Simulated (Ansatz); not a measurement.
`[F][Ti]([F])([Cl])[Br]`, charge 0, multiplicity 1.

Task: Give a relaxed structure at PBE0-D4/def2-TZVP (Ansatz). (An estimate is asked.)

Result: The calculation gave: 
Z-matrix (Å, degrees):
```
Ti
F 1 1.733
Cl 1 2.169 2 109.6
Br 1 2.326 2 109.4 3 120.2
F 1 1.733 2 109.2 3 -120.0
```
Point group Cs.
